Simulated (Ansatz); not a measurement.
`C=C[CH2][Al]([F])[F]` at its PBE0-D4/def2-TZVP geometry, where that method's forces vanish. The species carries charge 0 and has multiplicity 1.

```xyz
11

C     1.1205   -0.8235   -0.5628
C     0.0944   -0.8837    0.3022
C    -1.2299   -0.2260    0.1052
Al   -0.2072    1.4144    0.2302
F     0.2588    2.0459    1.6757
F     0.1766    2.2564   -1.1312
H     2.0909   -1.2285   -0.3072
H     1.0052   -0.4088   -1.5614
H     0.2849   -1.3084    1.2861
H    -1.9627   -0.4815    0.8634
H    -1.6316   -0.3563   -0.9002
```

What forces (eV/Å) does PBE-D4/def2-TZVPP give on these atoms in Ansatz? (Best estimate.)

The calculation gave: 
```
C1   0.308 -0.037 -0.249
C2  -0.287  0.013  0.192
C3  -0.074 -0.060  0.025
Al4 -0.187 -0.242  0.000
F5   0.144  0.190  0.464
F6   0.117  0.255 -0.434
H7   0.208 -0.079  0.038
H8  -0.005  0.080 -0.202
H9   0.025 -0.088  0.214
H10 -0.156 -0.030  0.144
H11 -0.092 -0.003 -0.194
```
